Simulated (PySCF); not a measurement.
## Tc (technetium, neutral) across methods

[Kr] 4d5 5s2, high-spin 6S determinant. All numbers are calculated (PySCF 2.14, scalar relativity through the core potential, in aug-cc-pwCVDZ-PP with ECP28MDF).

```json
{"method": "CAM-B3LYP", "E (hartree)": "-80.3891", "mean ε 4d α (eV)": "-10.625", "mean ε 5s α (eV)": "-7.128", "mean ε 5s β (eV)": "-6.033", "Σ⟨r²⟩ (bohr²)": "55.70", "⟨S²⟩": "8.760"}
{"method": "MN15", "E (hartree)": "-80.2656", "mean ε 4d α (eV)": "-9.904", "mean ε 5s α (eV)": "-6.959", "mean ε 5s β (eV)": "-5.676", "Σ⟨r²⟩ (bohr²)": "55.61", "⟨S²⟩": "8.757"}
{"method": "r2SCAN", "E (hartree)": "-80.4697", "mean ε 4d α (eV)": "-8.315", "mean ε 5s α (eV)": "-5.882", "mean ε 5s β (eV)": "-4.366", "Σ⟨r²⟩ (bohr²)": "56.02", "⟨S²⟩": "8.793"}
{"method": "LDA", "E (hartree)": "-80.2570", "mean ε 4d α (eV)": "-7.800", "mean ε 5s α (eV)": "-5.808", "mean ε 5s β (eV)": "-4.527", "Σ⟨r²⟩ (bohr²)": "55.42", "⟨S²⟩": "8.763"}
{"method": "UHF", "E (hartree)": "-79.84851", "mean ε 4d α (eV)": "-14.188", "mean ε 5s α (eV)": "-7.634", "mean ε 5s β (eV)": "-5.673", "Σ⟨r²⟩ (bohr²)": "58.64", "⟨S²⟩": "8.793"}
{"method": "BLYP", "E (hartree)": "-80.3979", "mean ε 4d α (eV)": "-7.417", "mean ε 5s α (eV)": "-5.339", "mean ε 5s β (eV)": "-4.347", "Σ⟨r²⟩ (bohr²)": "55.72", "⟨S²⟩": "8.760"}
{"method": "B3LYP", "E (hartree)": "-80.4626", "mean ε 4d α (eV)": "-8.931", "mean ε 5s α (eV)": "-6.013", "mean ε 5s β (eV)": "-4.956", "Σ⟨r²⟩ (bohr²)": "55.69", "⟨S²⟩": "8.760"}
{"method": "PBE", "E (hartree)": "-80.4402", "mean ε 4d α (eV)": "-7.748", "mean ε 5s α (eV)": "-5.590", "mean ε 5s β (eV)": "-4.257", "Σ⟨r²⟩ (bohr²)": "55.77", "⟨S²⟩": "8.765"}
{"method": "PBE0", "E (hartree)": "-80.4246", "mean ε 4d α (eV)": "-9.444", "mean ε 5s α (eV)": "-6.229", "mean ε 5s β (eV)": "-4.839", "Σ⟨r²⟩ (bohr²)": "55.85", "⟨S²⟩": "8.767"}
```

Energies and moments cover only the electrons outside the core potential.
